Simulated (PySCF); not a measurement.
# Spinor energies of Al⁺ (aluminium, charge +1)

Start: [Ne] 3s1 3p1; 3s1/2 filled at m_j = +1/2; 3p3/2 filled at m_j = +3/2. Calculated with PySCF 2.14 in x2c-TZVPall-2c with one added diffuse shell each of s, p type (6s7p2d1f, 44 functions): generalised Hartree-Fock with the X2C-1e Hamiltonian and a Gaussian nucleus; one run each with spin-orbit coupling (SO) switched off, then screened by Boettger's factors. This is a chosen level, not necessarily the ground level.

```
spinor shell  electrons  ε, spin-free (eV)  ε, screened SO (eV)  weight of nominal j (screened SO)  rms radius, screened SO (bohr)
       1s1/2          2            -1604.8              -1604.8                              1.000                           0.139
       2s1/2          2            -143.61              -143.62                              1.000                           0.676
       2p1/2          2            -97.188              -97.495                              0.870                           0.673
       3s1/2          1            -20.672              -20.673                              0.999                            2.54
       3p3/2          1            -14.060              -14.052                              1.000                            3.04
```

(1) Where does 2p3/2 lie, and what is the 2p spin-orbit splitting (screened SO)?

```csv
quantity,spin-free,screened SO
E (hartree),-241.97138,-241.97124
M_J,2,2
⟨J²⟩,6.007,6.007
⟨L²⟩,2.007,2.007
⟨S²⟩,2.000,2.000
```

Each row is a mean over spinors that exchange with the open shell spreads, by up to 0.961 eV (2p3/2).

Rows whose weight is well below 1 are mixtures of j = l ± 1/2: exchange outweighs spin-orbit coupling there, and the label is only the starting occupation.

Without spin-orbit coupling the j labels of p, d and f shells carry no meaning; the spin-free column gives the mean over the occupied spinors of each nl shell.

## Answers

(1) At -97.043 eV, 0.452 eV above 2p1/2.
